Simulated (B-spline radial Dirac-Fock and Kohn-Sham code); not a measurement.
Method: multi-electron Dirac-Fock with separately optimised hole states, Breit and Lamb-shift corrections added in first order. Computed with a B-spline atomic structure program. Free neutral atoms.

**Question.** Order these X-ray lines by photon energy, lowest first.
A. Ti Kβ3
B. Ce Lβ4
C. Sn Lα1
D. Nd Lℓ
E. La Lγ3
F. I Lℓ

**Answer.** C (3444.7 eV), F (3482.5 eV), D (4629.6 eV), A (4930.7 eV), B (5278.9 eV), E (6068.1 eV).
